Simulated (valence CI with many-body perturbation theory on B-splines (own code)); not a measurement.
**Forbidden lines of Pt⁴⁵⁺**

Method: valence CI with perturbative core correlation (CI+MBPT): five valence electrons over a frozen Dirac-Fock core [Ar] 3d10, a basis of 9 s, 9 p, 8 d, 6 f, 3 g, 1 h functions for each j, with the one-electron correlation potential Σ1, the two-electron term Σ2, the three-electron term Σ3, Breit, model QED; selected CI, second order for the rest (own B-spline code, finite nucleus).

The last digits are not significant, and no measured levels were compared; by estimate large intervals hold to a few tenths of a per cent, small ones and those within an open d or f shell to about a per cent. Among the levels kept, up to 360 cm⁻¹ of a level comes from second order outside the variational space, and about a tenth of that is noise between levels of different J, which matters for small intervals.

Lines 1 to 19 of 19 in falling wavelength, among levels below 33.364 Ry, chosen from the decays that carry over 1 % of a level's rate. Wavelengths and rates use the calculated energies. Electric multipoles are in the length gauge, E1 and E2 with the static RPA response of the core. S is in atomic units (e²a₀⁴ for E2 and M2, e²a₀⁶ for E3), for M1 in squared Bohr magnetons. Weak lines are less certain than strong ones. Lines between different terms over intervals too small for the method are left out, as are lines whose strength nearly cancels. The highest levels of a list are the least certain.

Levels are named by their leading jj configuration (3d3/2^4 stands for four electrons in 3d with j = 3/2), which in mixed levels can hold well under half, so a name can repeat and another be missing. Letters in brackets count levels of one name in rising energy.

```tsv
λ vac (Å)	Upper	Lower	Type	A (s⁻¹)	S (a.u.)
453.3	(4s^2 4p1/2 4p3/2 4d5/2) J=9/2	(4s^2 4p1/2 4p3/2 4d3/2) J=7/2	M1	1.22e+05	4.23e+00
136.4	(4s^2 4p1/2 4p3/2 4d5/2) J=9/2	(4s 4p1/2^2 4p3/2^2) J=5/2	E2	7.94e+03	3.34e-03
114.4	(4s^2 4p3/2^2 4d5/2) J=9/2	(4s^2 4p1/2 4p3/2 4d5/2) J=7/2 [b]	M1	4.71e+06	2.62e+00
103.7	(4s^2 4p1/2 4p3/2 4d5/2) J=9/2	(4s^2 4p1/2^2 4d5/2) J=5/2	E2	3.00e+05	3.21e-02
103.5	(4s^2 4p1/2 4p3/2^2) J=3/2	(4s^2 4p1/2^2 4p3/2) J=3/2	M1	1.69e+07	2.77e+00
103.5	(4s^2 4p1/2 4p3/2^2) J=3/2	(4s^2 4p1/2^2 4p3/2) J=3/2	E2	1.87e+05	7.91e-03
102.6	(4s^2 4p3/2^3) J=3/2	(4s^2 4p1/2 4p3/2^2) J=1/2	M1	4.25e+06	6.79e-01
100.9	(4s^2 4p3/2^2 4d5/2) J=9/2	(4s^2 4p1/2 4p3/2 4d5/2) J=9/2	M1	7.40e+06	2.82e+00
100.9	(4s^2 4p3/2^2 4d5/2) J=9/2	(4s^2 4p1/2 4p3/2 4d5/2) J=9/2	E2	3.98e+05	3.72e-02
98.64	(4s^2 4p1/2 4p3/2^2) J=5/2	(4s^2 4p1/2^2 4p3/2) J=3/2	M1	2.93e+06	6.27e-01
98.64	(4s^2 4p1/2 4p3/2^2) J=5/2	(4s^2 4p1/2^2 4p3/2) J=3/2	E2	7.49e+05	3.75e-02
96.63	(4s^2 4p3/2^3) J=3/2	(4s^2 4p1/2 4p3/2^2) J=5/2	M1	4.96e+06	6.64e-01
96.63	(4s^2 4p3/2^3) J=3/2	(4s^2 4p1/2 4p3/2^2) J=5/2	E2	1.35e+06	4.08e-02
95.80	(4s^2 4p3/2^2 4d5/2) J=9/2	(4s^2 4p1/2 4p3/2 4d5/2) J=7/2 [a]	M1	6.00e+06	1.96e+00
95.80	(4s^2 4p3/2^2 4d5/2) J=9/2	(4s^2 4p1/2 4p3/2 4d5/2) J=7/2 [a]	E2	3.65e+05	2.63e-02
93.14	(4s^2 4p1/2 4p3/2^2) J=1/2	(4s^2 4p1/2^2 4p3/2) J=3/2	M1	1.03e+07	6.17e-01
93.14	(4s^2 4p1/2 4p3/2^2) J=1/2	(4s^2 4p1/2^2 4p3/2) J=3/2	E2	6.99e+05	8.75e-03
92.39	(4s^2 4p3/2^3) J=3/2	(4s^2 4p1/2 4p3/2^2) J=3/2	M1	2.07e+07	2.42e+00
63.59	(4s^2 4p1/2 4p3/2 4d5/2) J=9/2	(4s^2 4p1/2 4p3/2^2) J=5/2	M2	9.88e+03	9.17e-05
```
